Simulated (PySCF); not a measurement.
FSn, doublet, geometry from GFN2-xTB (such geometries of metal compounds can be far from the true shape) (the spin is typed, not shown lowest) (all electrons, no relativity) (in this run its highest filled SCF level lies above zero, so its values depend strongly on the basis, on diffuse functions most of all); B97M-V/STO-3G (PySCF).

PySCF was given this input:
```python
from pyscf import gto, scf, dft

mol = gto.M(
    atom='''
Sn   -0.000000   -0.000000   -0.313679
F     0.000000    0.000000    1.742662
''',
    basis='sto-3g',
    charge=0,
    spin=1,
    verbose=4,
)

mf = dft.UKS(mol)
mf.xc = 'b97m_v'
mf.grids.atom_grid = (99, 590)
mf.grids.prune = None
mf.kernel()
```

Q: Write the output that PySCF gives for this input, abridged.

A: 
```
PySCF version 2.14.0

[INPUT] verbose = 4
[INPUT] num. atoms = 2
[INPUT] num. electrons = 59
[INPUT] charge = 0
[INPUT] spin (= nelec alpha-beta = 2S) = 1
[INPUT] symmetry False subgroup None
[INPUT] Mole.unit = angstrom
[INPUT] Symbol           X                Y                Z      unit          X                Y                Z       unit  Magmom
[INPUT]  1 Sn     0.000000000000   0.000000000000  -0.313679000000 AA    0.000000000000   0.000000000000  -0.592767401027 Bohr   0.0
[INPUT]  2 F      0.000000000000   0.000000000000   1.742662000000 AA    0.000000000000   0.000000000000   3.293153907687 Bohr   0.0

nuclear repulsion = 115.802653798178
number of shells = 14
number of NR pGTOs = 96
number of NR cGTOs = 32
basis = sto-3g
ecp = {}

******** <class 'pyscf.dft.uks.UKS'> ********
method = UKS
initial guess = minao
damping factor = 0
level_shift factor = 0
DIIS = <class 'pyscf.scf.diis.CDIIS'>
diis_start_cycle = 1
diis_space = 8
diis_damp = 0
SCF conv_tol = 1e-09
SCF conv_tol_grad = None
SCF max_cycles = 50
direct_scf = True
direct_scf_tol = 1e-13
number electrons alpha = 30  beta = 29
XC library pyscf.dft.libxc version 7.1.2
    S. Lehtola, C. Steigemann, M. J. T. Oliveira, and M. A. L. Marques,  SoftwareX 7, 1–5 (2018)
XC functionals = b97m_v
    N. Mardirossian and M. Head-Gordon,  J. Chem. Phys. 142, 074111 (2015)
radial grids:
    Treutler-Ahlrichs [JCP 102, 346 (1995); DOI:10.1063/1.469408] (M4) radial grids

becke partition: Becke, JCP 88, 2547 (1988); DOI:10.1063/1.454033
pruning grids: None
grids dens level: 3
symmetrized grids: False
atomic radii adjust function: <function treutler_atomic_radii_adjust>
User specified grid scheme (99, 590)
** Following is NLC and NLC Grids **
NLC functional = b97m_v
radial grids:
    Treutler-Ahlrichs [JCP 102, 346 (1995); DOI:10.1063/1.469408] (M4) radial grids

becke partition: Becke, JCP 88, 2547 (1988); DOI:10.1063/1.454033
pruning grids: <function nwchem_prune>
grids dens level: 3
symmetrized grids: False
atomic radii adjust function: <function treutler_atomic_radii_adjust>
small_rho_cutoff = 0
Set gradient conv threshold to 3.16228e-05
tot grids = 116824
tot grids = 36224
init E= -6046.83468834853

cycle= 1 E= -6063.27242800277  delta_E= -16.4  |g|= 0.217  |ddm|= 1.46
cycle= 2 E= -6061.00647912912  delta_E= 2.27  |g|= 1.84  |ddm|= 2.17
cycle= 3 E= -6063.29489683407  delta_E= -2.29  |g|= 0.151  |ddm|= 1.78
cycle= 4 E= -6063.31312204172  delta_E= -0.0182  |g|= 0.0167  |ddm|= 0.251
cycle= 5 E= -6063.3133795382  delta_E= -0.000257  |g|= 0.00409  |ddm|= 0.036
cycle= 6 E= -6063.31339541175  delta_E= -1.59e-05  |g|= 0.000172  |ddm|= 0.0071
cycle= 7 E= -6063.31339551971  delta_E= -1.08e-07  |g|= 0.000147  |ddm|= 0.00134
cycle= 8 E= -6063.31339554047  delta_E= -2.08e-08  |g|= 4.67e-05  |ddm|= 0.000406
cycle= 9 E= -6063.31339554251  delta_E= -2.05e-09  |g|= 3.48e-06  |ddm|= 7.87e-05
cycle= 10 E= -6063.31339554253  delta_E= -1.64e-11  |g|= 7.15e-07  |ddm|= 4.02e-05
Extra cycle  E= -6063.31339554253  delta_E= 3.64e-12  |g|= 2.57e-06  |ddm|= 3.52e-05
converged SCF energy = -6063.31339554253  <S^2> = 0.75508394  2S+1 = 2.0050775
```
